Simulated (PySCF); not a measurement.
Geometries of 2 isomers of CH7NO2Si2, from PySCF, PBE0-D3(BJ)/def2-SVP geometry optimisation, gas phase. One conformer each, no zero-point energy, no frequencies.

**Question.** Which is lower in electronic energy at this level?
A.
```xyz
13
angstrom
O      3.310   -0.179   -0.361
C      2.770    0.489    0.478
O      1.461    0.677    0.557
Si     0.447   -0.088   -0.617
N     -1.179    0.342   -0.259
Si    -2.279   -0.424    0.863
H      3.308    1.026    1.288
H      0.825    0.451   -1.947
H      0.610   -1.554   -0.471
H     -1.488    1.233   -0.642
H     -3.616   -0.633    0.228
H     -1.676   -1.739    1.225
H     -2.488    0.382    2.105
```
B.
```xyz
13
angstrom
N     -1.559   -0.864   -0.132
Si    -0.579    0.085    0.888
C     -0.998    1.866    0.279
O     -1.743    2.020   -0.662
O      1.056   -0.130    0.665
Si     2.030   -0.726   -0.546
H     -2.068   -0.383   -0.868
H     -1.828   -1.829   -0.004
H     -0.813   -0.116    2.343
H     -0.524    2.767    0.761
H      3.446   -0.518   -0.134
H      1.786   -2.185   -0.754
H      1.778   -0.003   -1.830
```

**Answer.** A. That is `O=CO[SiH2]N[SiH3]`, 5.6 kcal/mol below the other.

```csv
SMILES,atoms numbered as above,E (Eh),relative (kcal/mol),relative (kJ/mol),dipole (D)
O=CO[SiH2]N[SiH3],[O:1]=[CH:2][O:3][SiH2:4][NH:5][SiH3:6],-825.71285,0.0,0.0,2.44
N[Si@H](C=O)O[SiH3],[NH2:1][Si@H:2]([CH:3]=[O:4])[O:5][SiH3:6],-825.70396,5.6,23.3,1.48
```

As drawn, the lower has a C(=O)–O unit, which the higher lacks; the higher has an Si–C bond, which the lower lacks.
